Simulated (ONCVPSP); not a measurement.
**What the settings do to the ONCV potential of zinc**

Base potential:

zinc (Zn), optimised norm-conserving Vanderbilt (ONCV), made with ONCVPSP 4.0.1 (PBE, scalar-relativistic). Core [Ne], reference 3s2 3p6 3d10 4s2. Waves: 3s+4s: rc 0.95 bohr, ncon 4, nbas 7, qcut 14 1/bohr, 2 projectors; 3p: rc 0.75 bohr, ncon 4, nbas 7, qcut 12.5 1/bohr, 2 projectors, debl 2.8 Ha; 3d: rc 1.15 bohr, ncon 3, nbas 8, qcut 14.8 1/bohr, 2 projectors, debl 2.1 Ha. Local part: polynomial inside 0.75 bohr (lpopt 5, dvloc0 1 Ha). Core correction: none.

In the p channel the program set the typed energies aside and used -3.065, 0.250 Ha.

All-electron outer shells of the reference configuration (PBE, scalar-relativistic, ld1.x):

```csv
shell,level (eV),outermost node (bohr),outermost maximum (bohr)
2p,-1004.03,–,0.15
3s,-129.23,0.28,0.59
3p,-83.40,0.25,0.59
3d,-10.14,–,0.57
4s,-5.98,0.85,2.09
```

Cutoffs, loose and tight: the cutoffs (Ha) at which the residual kinetic energy of the hardest occupied pseudo-wave falls to 1 and 0.1 mHa per electron. They do not see the model core or the augmentation charge, which bear on the density cutoff. Test errors are all-electron minus pseudo excitation energies from the reference, over the configurations 3s2 3p6 3d10 4s1; 3s2 3p6 3d10 4s0; 3s2 3p6 3d9 4s0; 3s2 3p6 3d10 4s0 4p1. A dash means not determined; rows that change the core or the reference have their own tests.

```tsv
change	outcome	cutoff, loose	cutoff, tight	bound ghosts	GHOST(+) flags above zero	largest test error (meV)
base	generated, projector energies reset by the program	80 Ha	220 Ha	none	none	+3.2
s: rc 0.94	generated, projector energies reset by the program	80 Ha	220 Ha	none	none	+3.2
s: rc 1.04	generated, projector energies reset by the program	80 Ha	220 Ha	none	none	-3.4
s: rc 1.18	generated, projector energies reset by the program	80 Ha	220 Ha	none	none	-4.0
s: rc 1.28	generated, projector energies reset by the program	80 Ha	220 Ha	none	none	-4.3
s: rc 1.36	generated, projector energies reset by the program	80 Ha	220 Ha	none	none	-4.5
```

Q: What comes out with this change to the base: s: rc 0.68; local potential polynomial inside 0.68 bohr (lpopt 5, dvloc0 1 Ha)?

A: outcome: generated, projector energies reset by the program; cutoff, loose: 89 Ha; cutoff, tight: 220 Ha; bound ghosts: none; GHOST(+) flags above zero: s; largest test error (meV): +3.0.

Q: What comes out with this change to the base: s: rc 0.78?

A: outcome: generated, projector energies reset by the program; cutoff, loose: 82 Ha; cutoff, tight: 220 Ha; bound ghosts: none; GHOST(+) flags above zero: none; largest test error (meV): +3.2.

Reading the sweep of the s radius (base included, trends over the rows without a ghost): The loose cutoff stays near 80 Ha. The median size of the test errors (rows with all tests solved) stays near 2.3 meV.
